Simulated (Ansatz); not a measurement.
Relaxed structures of BH3S2O, closed shell (PBE0-D4/def2-TZVP; forces vanish, vibrations not checked; lower isomers may exist, and structures with a doubtful reference or unclear bonds are left out; Å). Computed with Ansatz 0.2.0 (basis: def2-TZVPP); correlated methods freeze the cores.

(1) Rank them by CCSD(T) energy, lowest first, and give each one's height above the lowest. Links in brackets join atoms within 1.22 times the sum of their covalent radii (1.1 for two metals). (To be estimated.)
A.
a complex of H₂S₂ ([SH][SH]) + BHO ([BH][O])
```
7
angstrom
B -0.3689 0.7683 0.5773
O -0.9125 0.8137 -0.4970
S 1.1541 -1.8276 0.1829
S 0.4899 -1.8915 -1.7486
H 0.0877 0.8517 1.6535
H 0.2018 -2.5822 0.7669
H -0.2955 -0.7907 -1.6787
```
B.
BH₃S₂O ([BH2][O][S][SH])
```
7
angstrom
B -0.5628 0.9627 0.6106
O -0.6736 -0.3125 1.0309
S -0.1813 -1.6825 0.1904
S 1.4928 -1.2349 -0.7979
H -0.0195 1.2423 -0.4185
H -1.0415 1.7796 1.3401
H 0.9859 -0.7547 -1.9555
```
C.
BH₃S₂O ([BH3][O][S][S])
```
7
angstrom
B -0.5145 1.1689 0.6019
O -0.8284 -0.3262 0.8832
S -0.0039 -1.4941 0.3990
S 1.4860 -1.0124 -0.6055
H -0.4572 1.2698 -0.6164
H -1.3904 1.7796 1.1479
H 0.6207 1.3516 1.0209
```

T1 diagnostic: at most 0.025. The restricted Hartree–Fock reference is unstable towards an unrestricted one at one or more of these structures.

Answers

(1) By the calculation: A (0.0 kJ/mol), B (85.4 kJ/mol), C (248.8 kJ/mol). Heights count from the lowest.

For scale, one of the runs: CCSD(T)/def2-TZVPP, 188 basis functions, launched by `ansatz run in.yaml --threads 2 --pin off --events-out ev --progress --plain --max-ram 4352MiB`. The run took 71 s on 2 CPU threads of an Arm Neoverse V1 (shared host), with 1.9 GiB of host memory at its peak.
